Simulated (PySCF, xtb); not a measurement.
Sn(Me)(OH)3 (CH6O3Sn), SMILES [CH3][Sn]([OH])([OH])[OH]. One conformer was computed; it need not be the lowest.

Harmonic wavenumbers (cm⁻¹) from GFN2-xTB in xtb 6.7.1 at its own minimum, in rising order: 80, 102, 105, 141, 142, 160, 175, 183, 273, 386, 483, 483, 525, 754, 754, 793, 819, 821, 1222, 1410, 1410, 3033, 3053, 3053, 3637, 3641, 3647.

Task: What does B3LYP-D3(BJ)/def2-SVP run with PySCF give at its own minimum? (Estimate from the structure and the level; the computed values follow.)

Result: 58, 89, 89, 151, 151, 180, 200, 201, 287, 526, 612, 618, 618, 770, 770, 837, 844, 844, 1210, 1433, 1433, 3059, 3178, 3178, 3815, 3815, 3816. Paired by order, the mean absolute difference is 60 cm⁻¹ and the zero-point energies are 44.7 and 46.9 kcal/mol.
